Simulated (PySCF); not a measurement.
Te(NH2)(SeH) (H₃NSeTe), SMILES N[Te][SeH]. The structure is a stationary point at B3LYP-D3(BJ)/def2-SVP. The def2 effective core potentials stand for the cores of Te; spin–orbit coupling is left out. One conformer was computed; it need not be the lowest.

Method: B3LYP-D3(BJ)/def2-SVP run with PySCF.

Harmonic wavenumbers (cm⁻¹): 147, 226, 272, 322, 409, 658, 675, 920, 1527, 2380, 3512, 3628. Rotational constants (GHz): 8.347, 1.395, 1.216; symmetry number 1.

Problem. Work out the zero-point energy and the ideal-gas rigid-rotor harmonic-oscillator thermochemistry at 298.15 K and 1 atm.

Solution. ZPE = ½ Σ hcν = ½ × 14675 cm⁻¹ = 87.78 kJ/mol. H − E(el) = 104.59 kJ/mol. Entropy in J/(mol K): translation 176.22, rotation 115.14, vibration 38.77, total 330.13. G − E(el) = 6.17 kJ/mol. Cp = 78.65 J/(mol K). Modes under 150 cm⁻¹ make the vibrational entropy uncertain.
